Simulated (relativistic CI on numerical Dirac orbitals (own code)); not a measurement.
**How well does a small relativistic CI reproduce Zr I?**

Calculated at this level of theory: Dirac-Coulomb-Breit CI, orbitals from a KLI potential per configuration, a model potential for QED, valence Slater integrals scaled by 0.85, configuration energies shifted to the measured levels that pair with them (semi-empirical) (own radial code, finite nucleus).

CI space (outside the closed core [Kr]): 4d2.5s2, 4d3.5s, 4d2.5s.5p, 4d3.5p, 4d4, 4d2.5p2, 4d.5s2.5p, 4d2.5s.5d, 5s2.5p2, 4d2.5s.5f, 4d2.5s.5g, 4d.5s2.6p, 4d3.5d, 4d.5s2.4f, 4d2.5s.6s, 4d.5s.5p2, 4d3.4f, 4d.5s2.7s, 4d3.6s, 4d.5s2.6d, 4d2.5s.6p, 4d.5s2.7p, 4d.5s2.5g, 4d3.5g, 4d2.5p.6s, 4d2.5d2, 5s2.5p.5g, 4d.5s2.5f, 4d.5s2.6s, 4d3.5f. Levels of other configurations are missing.

```csv
Configuration,Term (tabulated),J,Measured (cm⁻¹),Computed,Error,Purity (%)
4d2.5s2,a 3F,2,0.0,0,0,89
4d2.5s2,a 3F,3,570.4,508,-63,90
4d2.5s2,a 3F,4,1240.8,1121,-120,90
4d2.5s2,a 3P,0,4196.9,4145,-52,69
4d2.5s2,a 3P,1,4376.3,4289,-87,69
4d3.5s,a 5F,1,4870.5,4471,-400,98
4d3.5s,a 5F,2,5023.4,4593,-430,98
4d2.5s2,a 1D,2,5101.7,5155,53,56
4d3.5s,a 5F,3,5249.1,4775,-474,98
4d3.5s,a 5F,4,5540.5,5014,-527,98
4d3.5s,a 5F,5,5888.9,5306,-583,98
4d2.5s2,a 1G,4,8057.3,8470,412,76
4d3.5s,a 5P,1,10885.4,10893,8,97
4d3.5s,a 5P,2,11016.6,11009,-8,97
4d3.5s,a 5P,3,11258.4,11204,-54,97
4d3.5s,b 3F,2,11640.7,12258,617,88
4d3.5s,b 3F,3,11956.3,12556,599,83
4d3.5s,b 3F,4,12342.4,12954,612,73
4d2.5s2,a 1S,0,13141.8,21696,8554,86
4d3.5s,a 3D,1,14123.0,15167,1044,90
4d3.5s,a 3D,2,14348.8,15340,991,91
4d3.5s,a 3D,3,14697.0,15611,914,92
4d2.5s.5p,z 5G°,2,14783.5,14984,201,93
4d2.5s.5p,z 5G°,3,15201.3,15323,122,95
4d2.5s.5p,z 5G°,4,15720.4,15758,38,97
4d2.5s.5p,z 5G°,5,16317.0,16279,-38,98
4d2.5s.5p,z 5F°,1,16786.9,16920,133,91
4d2.5s.5p,z 3F°,3,16843.9,17708,864,58
4d2.5s.5p,z 5G°,6,16978.3,16876,-102,98
4d2.5s.5p,z 5F°,2,17059.6,17100,40,90
4d2.5s.5p,z 5F°,3,17422.2,17370,-52,93
4d2.5s.5p,z 3F°,4,17556.3,18391,835,64
4d2.5s.5p,z 5F°,4,17833.7,17712,-122,94
4d2.5s.5p,z 5F°,5,18276.9,18124,-153,94
4d2.5s.5p,z 5D°,0,18976.4,19022,46,91
4d2.5s.5p,z 5D°,1,19096.5,19146,49,87
4d2.5s.5p,z 5D°,2,19323.8,19381,57,78
4d2.5s.5p,z 5D° †,3,19625.6,19680,54,67
4d2.5s.5p,z 5D° †,4,19833.8,19760,-74,92
4d2.5s.5p,z 3G°,3,21849.3,23184,1335,86
4d2.5s.5p,z 3G°,4,22144.1,23437,1293,85
4d2.5s.5p,z 3G°,5,22563.9,23790,1226,84
4d3.5p,y 5G°,5,26765.7,26514,-251,98
4d2.5s.5p,x 3F°,4,26938.4,25153,-1786,67
4d3.5p,y 5G°,6,27214.9,26963,-252,99
4d2.5s.5p,x 3G°,4,28749.8,27331,-1419,60
4d2.5s.5p,x 3G°,5,29001.7,27704,-1297,63
4d3.5p,y 5F°,4,29122.7,29161,38,93
4d3.5p,y 5F°,5,29535.5,29497,-38,92
4d3.5p,x 5D°,3,30087.3,30758,671,85
4d3.5p,x 5D°,4,30384.5,31088,703,85
```

Measured levels from NIST Handbook of Basic Atomic Spectroscopic Data (Sansonetti and Martin, J. Phys. Chem. Ref. Data 34, 1559 (2005)); pairs were made by configuration, J and term (by order where the table uses no LS term), so strongly mixed levels may be paired wrongly.

Mean error by configuration (cm⁻¹): 4d2.5s2 1243; 4d3.5s 165; 4d2.5s.5p 60; 4d3.5p 145. Over the excited levels the mean absolute error is 620 cm⁻¹ (50 of the 62 excited levels that our extract of the source holds in range could be paired, and the others can miss by more), and the median relative error of those above 1,000 cm⁻¹ is 2.2 %, both after the shifts were fitted to these levels, so that a configuration with one level shows no error. Some levels of the ground configuration have no partner. † marks terms whose computed intervals miss the measured ones by more than a factor of 2.5, or configurations far off the rest, from wrong mixing, a near crossing or a doubtful label or measurement; they are left out of the means.

Transition probabilities of persistent lines. The last column rescales the computed rate by the cube of measured over computed energy:

```
λ measured (Å)           Lower              Upper  A tabulated (s⁻¹)  A computed  A rescaled
   3601.19 air  4d2.5s2 a 3F_4  4d2.5s.5p x 3G°_5           1.33e+08    2.48e+07    2.82e+07
   4072.70 air   4d3.5s a 5F_4     4d3.5p x 5D°_3           1.19e+08    1.91e+08    1.66e+08
   4687.80 air   4d3.5s a 5F_5     4d3.5p y 5G°_6           8.50e+07    1.16e+08    1.11e+08
   4710.07 air   4d3.5s a 5F_4     4d3.5p y 5G°_5           6.40e+07    1.01e+08    9.72e+07
   6127.46 air  4d2.5s2 a 3F_4  4d2.5s.5p z 3F°_4           1.70e+06    3.66e+06    3.08e+06
```

Configurations whose levels could be paired with our table of measured levels were shifted onto them, all but the ground configuration, by the median error of their levels; single terms can still be off by 1,000 to 2,000 cm⁻¹ or more, and rates follow the energies as ν³ (E1, M1) or ν⁵ (E2). The others borrow a shift and can be off by several thousand cm⁻¹ or more. The fine structure of a lone outer electron comes out too small, for d and f at times inverted, and misplaced configurations move strength between like terms. 50 of the 62 excited levels that our extract of the measured tables holds in this range could be paired (the sources list more); they are missed by 598 cm⁻¹ on average and 8554 at most, after the shifts were fitted to these levels, and levels without a partner can miss by more. Some levels of the ground configuration have no partner and can miss by 10 % or more.

Shifts applied (cm⁻¹): 4d2.5s2 0; 4d3.5s 212; 4d2.5s.5p 2773; 4d3.5p 1750.
